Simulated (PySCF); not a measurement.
A geometry optimisation on `CO[SiH2][SeH]`.

Computed with PBE0-D3(BJ)/def2-SVP geometry optimisation, gas phase (PySCF 2.14.0). Start geometry: GFN2-xTB. A driver script takes a list of jobs; this job's settings line and coordinates (Å) are shown.

Input:
```
{"job": {"xc": "PBE0", "basis": "def2-SVP", "d3": "d3bj", "grid": 1, "maxiter": 30, "shake": 0.01, "kind": "geom"}, "charge": 0, "multiplicity": 1}
C     -1.463720    -0.610260    -0.156310
O     -0.100700    -0.463450    -0.143160
Si     0.734600     0.863610     0.216510
Se     2.893460     0.070820    -0.000070
H     -1.934860     0.145550    -0.840080
H     -1.900990    -0.440180     0.837920
H     -1.715250    -1.589190    -0.513510
H      0.538860     1.957520    -0.728400
H      0.519750     1.320090     1.614850
H      2.479280    -1.275430    -0.308810
```

Output:
```
step   0  E = -2807.01837060  max force = 0.036804
step   1  E = -2807.02415672  max force = 0.006481
step   2  E = -2807.02467065  max force = 0.001571
step   3  E = -2807.02470469  max force = 0.001027
step   4  E = -2807.02473155  max force = 0.000658
step   5  E = -2807.02479981  max force = 0.001580
step   6  E = -2807.02490673  max force = 0.003867
step   7  E = -2807.02502821  max force = 0.008984
step   8  E = -2807.02537914  max force = 0.007793
step   9  E = -2807.02648901  max force = 0.006184
step  10  E = -2807.02698224  max force = 0.001840
step  11  E = -2807.02726524  max force = 0.001599
step  12  E = -2807.02734272  max force = 0.000771
step  13  E = -2807.02737605  max force = 0.000447
step  14  E = -2807.02740261  max force = 0.001117
step  15  E = -2807.02740152  max force = 0.000965
step  16  E = -2807.02740648  max force = 0.000280
optimisation converged
```

Energies in Eh; «max force» is the largest Cartesian gradient component in Eh/bohr.

Task: Give the first gradient maximum in eV/Å.

Result: With 1 Eh/bohr = 51.422 eV/Å, 1.893 eV/Å.

Task: How much energy does the optimisation release, in kJ/mol?

Result: E(step 0) − E(last step) = 0.009036 Eh, which is 23.7 kJ/mol.

In short: final energy -2807.02741 Eh after 16 steps; dipole 1.97 D.

Task: Where do the atoms end?

Result: 0.422 Å rms from the input after alignment:
```
atom  x, y, z in Å
C1    -1.6094   -0.3607   -0.3845
O2    -0.2208   -0.4247   -0.5630
Si3    0.8651    0.6212    0.1333
Se4    2.9616   -0.2192   -0.0430
H5    -2.0562    0.4919   -0.9276
H6    -1.8897   -0.2711    0.6819
H7    -2.0587   -1.2853   -0.7772
H8     0.9190    1.9356   -0.5722
H9     0.4785    0.8225    1.5640
H10    2.6636   -1.3373    0.8655
```

The run took 70 s wall on an Arm Neoverse V1 with one thread, no GPU (shared host), and the process peaked at 0.44 GiB of memory.
Labels such as C1 count atoms from 1, the log's own numbers from 0.
